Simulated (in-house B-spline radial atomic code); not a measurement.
Ionising Co5+ with different functionals

Computed with a radial B-spline atomic code at the basis-set limit: non-relativistic Hamiltonian, point nucleus, spin-polarised at highest spin, spherical fractional occupations for the functionals, the average over the highest-spin determinants for Hartree-Fock. The ionisation energy is the difference of two self-consistent energies, [Ar] 3d4 → [Ar] 3d3, without Breit or QED terms; ε is the level of the shell that loses the electron (its least bound occupied spin orbital).

Hybrids are left out here: with spherical fractional occupations of an open shell their exact exchange keeps a self-interaction that integer-occupation calculations don't have.

```json
{"method": "Hartree-Fock", "rung": "Hartree-Fock", "ΔSCF (eV)": "103.06", "-ε(3d) (eV)": "105.11"}
{"method": "LDA VWN5", "rung": "LDA", "ΔSCF (eV)": "104.31", "-ε(3d) (eV)": "91.94"}
{"method": "LDA PW92", "rung": "LDA", "ΔSCF (eV)": "104.30", "-ε(3d) (eV)": "91.93"}
{"method": "LDA exchange-only", "rung": "LDA", "ΔSCF (eV)": "102.60", "-ε(3d) (eV)": "90.30"}
{"method": "PBE", "rung": "GGA", "ΔSCF (eV)": "104.10", "-ε(3d) (eV)": "91.74"}
{"method": "PBEsol", "rung": "GGA", "ΔSCF (eV)": "104.06", "-ε(3d) (eV)": "91.71"}
{"method": "BLYP", "rung": "GGA", "ΔSCF (eV)": "103.98", "-ε(3d) (eV)": "91.60"}
{"method": "RPBE", "rung": "GGA", "ΔSCF (eV)": "104.04", "-ε(3d) (eV)": "91.68"}
{"method": "PW91", "rung": "GGA", "ΔSCF (eV)": "104.23", "-ε(3d) (eV)": "91.87"}
{"method": "BP86", "rung": "GGA", "ΔSCF (eV)": "104.10", "-ε(3d) (eV)": "91.74"}
{"method": "AM05", "rung": "GGA", "ΔSCF (eV)": "104.08", "-ε(3d) (eV)": "91.72"}
{"method": "OLYP", "rung": "GGA", "ΔSCF (eV)": "104.73", "-ε(3d) (eV)": "92.33"}
{"method": "TPSS", "rung": "meta-GGA", "ΔSCF (eV)": "104.00", "-ε(3d) (eV)": "91.66"}
{"method": "SCAN", "rung": "meta-GGA", "ΔSCF (eV)": "104.57", "-ε(3d) (eV)": "92.33"}
{"method": "r2SCAN", "rung": "meta-GGA", "ΔSCF (eV)": "104.61", "-ε(3d) (eV)": "92.36"}
{"method": "M06-L", "rung": "meta-GGA", "ΔSCF (eV)": "104.47", "-ε(3d) (eV)": "92.19"}
{"method": "revTPSS", "rung": "meta-GGA", "ΔSCF (eV)": "103.91", "-ε(3d) (eV)": "91.58"}
```

(1) How do they compare with the NIST value?

Results:

(1) NIST lists 102.0 eV ± 0.2 (semi-empirical, ground level to ground level). Errors run from +0.60 to +2.73 eV. The correlated functionals all miss on the same side by more than they spread, so the cause is common to them (relativity, Breit-QED terms, multiplet and fine-structure energies, or a listed next ion that isn't the cheapest removal here) and closeness doesn't rank the functionals. Hartree-Fock also lacks correlation.
